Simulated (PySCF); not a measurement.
C4H6NO, SMILES O=C1CCC[N]1, multiplicity 2.

The structure is a stationary point at PBE-D3(BJ)/def2-SVP. The isomer is the one that the SMILES or the coordinates give; other isomers of the formula were not compared. The values are those of a single conformer.

These are PySCF with PBE-D3(BJ)/def2-SVP values and carry that method's errors.

No scaling factor is applied to the harmonic values.

Question: List the normal modes with their intensities. (Estimate from the structure and the level; the computed values follow.)

Answer: 
| mode | ν (cm⁻¹) | IR (km/mol) | moving atoms (share of kinetic energy) |
|---|---|---|---|
| 1 | 100 | 0.9 | N 28 %, O 26 %, C 23 %, H 23 % |
| 2 | 162 | 6.0 | H 57 %, C 31 %, N 13 % |
| 3 | 476 | 1.7 | O 44 %, C 26 %, N 17 %, H 12 % |
| 4 | 499 | 4.3 | C 47 %, H 39 %, O 9 % |
| 5 | 592 | 5.8 | H 47 %, C 46 % |
| 6 | 662 | 1.6 | C 46 %, O 29 %, N 13 %, H 12 % |
| 7 | 778 | 9.7 | C 41 %, H 38 %, N 16 % |
| 8 | 810 | 1.5 | C 46 %, H 43 %, N 10 % |
| 9 | 826 | 3.8 | C 43 %, H 29 %, N 27 % |
| 10 | 896 | 3.1 | C 66 %, H 32 % |
| 11 | 941 | 3.8 | H 64 %, C 34 % |
| 12 | 984 | 14.1 | H 52 %, C 42 % |
| 13 | 1038 | 31.0 | H 53 %, C 25 %, N 20 % |
| 14 | 1060 | 19.1 | H 52 %, C 34 %, N 14 % |
| 15 | 1133 | 18.2 | C 58 %, N 22 %, H 19 % |
| 16 | 1150 | 14.7 | H 65 %, C 30 % |
| 17 | 1164 | 6.1 | H 61 %, C 34 % |
| 18 | 1228 | 6.9 | H 73 %, C 26 % |
| 19 | 1248 | 1.9 | H 65 %, C 33 % |
| 20 | 1282 | 4.0 | H 60 %, C 37 % |
| 21 | 1333 | 29.8 | H 92 % |
| 22 | 1377 | 8.8 | H 92 % |
| 23 | 1420 | 4.7 | H 90 %, C 10 % |
| 24 | 1637 | 96.5 | C 62 %, O 36 % |
| 25 | 2857 | 7.7 | H 93 % |
| 26 | 2978 | 6.4 | H 92 % |
| 27 | 2986 | 5.4 | H 94 % |
| 28 | 3001 | 17.4 | H 94 % |
| 29 | 3062 | 8.0 | H 91 %, C 9 % |
| 30 | 3069 | 6.4 | H 91 %, C 9 % |
